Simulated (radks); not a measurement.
The numbers below are computed, except where a source is named.
Ionisation of neutral tantalum, [Xe] 4f14 5d3 6s2, to Ta+, [Xe] 4f14 5d3 6s1, under several functionals. Scalar-relativistic Kohn-Sham, spin-polarised, spherical densities, finite nucleus; open shells are filled with parallel spins first (spin-orbit coupling, left out, can overturn this in heavy ions); a radial shooting solver on a logarithmic mesh with Libxc functionals.

| functional | E(Ta) (hartree) | Exc (hartree) | IE (eV) | -e(HOMO) (eV) | <r> HOMO (bohr) | IE error (eV) |
|---|---|---|---|---|---|---|
| AM05 | -15593.4760 | -306.2769 | 7.286 | 4.236 | 2.205 | -0.264 |
| XLYP | -15604.1788 | -316.9475 | 7.692 | 3.961 | 2.222 | +0.142 |
| Wu-Cohen GGA | -15601.2086 | -313.9919 | 7.228 | 4.234 | 2.213 | -0.322 |
| MS2 meta-GGA | -15601.8346 | -314.0951 | 7.282 | 4.246 | 2.211 | -0.268 |
| exchange-only PBE | -15598.0178 | -310.7370 | 6.509 | 3.570 | 2.249 | -1.041 |
| RPBE | -15602.8133 | -315.6031 | 7.298 | 4.197 | 2.213 | -0.252 |

NIST Atomic Spectra Database: 7.550 eV (measured). Closest: XLYP. The Delta-SCF values span 1.18 eV, the total energies 10.70 hartree. The highest occupied level is 5d. Open shells are spherical and high-spin; term and fine-structure splittings are not resolved. Spin-orbit splitting is averaged out at the scalar-relativistic level.
